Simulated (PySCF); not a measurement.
All values below come from PySCF with M06-2X/def2-TZVP // PBE0-D3(BJ)/def2-SVP. Isolated molecules, 0 K electronic values unless said otherwise. One relaxed conformer stands for a flexible species; it need not be the lowest. Delta-SCF ions had no search for a lower state. Excitations are Tamm–Dancoff values on a coarser integration grid. The basis has no diffuse functions, so Rydberg states are missing or too high.

Reference species (SMILES): `[SiH3][C@]12CC[C@H](CC1)C2` (neutral, multiplicity 1).

| Quantity | Value |
|---|---|
| S1–T1 gap (TDA) | 0.45 eV |
| vertical ionisation energy (Delta-SCF) | 9.97 eV |
| HOMO | -9.17 eV |

Changed species: `[SiH3][C@H]1[C@H]2CC[C@@H]1CC2`.

Question: Predict the effect on the S1–T1 gap (TDA), vertical ionisation energy (Delta-SCF) and HOMO.

Answer: the S1–T1 gap (TDA) rises by 0.06 eV, to 0.51 eV; the vertical ionisation energy (Delta-SCF) increases by 0.24 eV, to 10.21 eV; the HOMO falls by 0.21 eV, to -9.38 eV.
